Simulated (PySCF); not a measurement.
# Diatomic cations of Tl with the fourth-period p block

r²SCAN with double-zeta basis sets in PySCF, for the lowest determinant that a PBE0 search found; no spin–orbit coupling. De refers to high-spin ground-configuration atoms (the charge goes to the atom of lower measured ionisation energy or higher electron affinity, which is not always the lowest computed limit). A positive dipole points towards Tl; it is taken about the centre of mass and depends on that origin.

| M | basis | charged atom | state (unpaired electrons) | Re (Å) | ωe (cm⁻¹) | De (eV) | μ (D) |
| --- | --- | --- | --- | --- | --- | --- | --- |
| Ga | def2-SVP | Ga+ | doublet (σ ↑) | 3.461 | 70.2 | n/a | -2.89 |
| Ge | def2-SVP | Tl+ | triplet (σ ↑, π ↑) | 3.221 | 79.1 | n/a | -0.90 |
| As | def2-SVP | Tl+ | quartet (σ ↑, π ↑↑) | 3.173 | 72.9 | n/a | 0.75 |
| Se | def2-SVP | Tl+ | triplet (π ↑↑) | 3.260 | 88.2 | n/a | 0.68 |
| Br | def2-SVP | Tl+ | doublet (π ↑) | 3.261 | 79.2 | n/a | 1.81 |

The shortest bond is that of TlAs⁺ (3.173 Å), the longest that of TlGa⁺ (3.461 Å).

The state changes along the series, so neighbouring rows are not always alike in their bonding.

These are scalar-relativistic numbers at best; spin–orbit coupling would shift them, the dissociation energy most. States were picked by a PBE0 search and need not be the measured ground states.
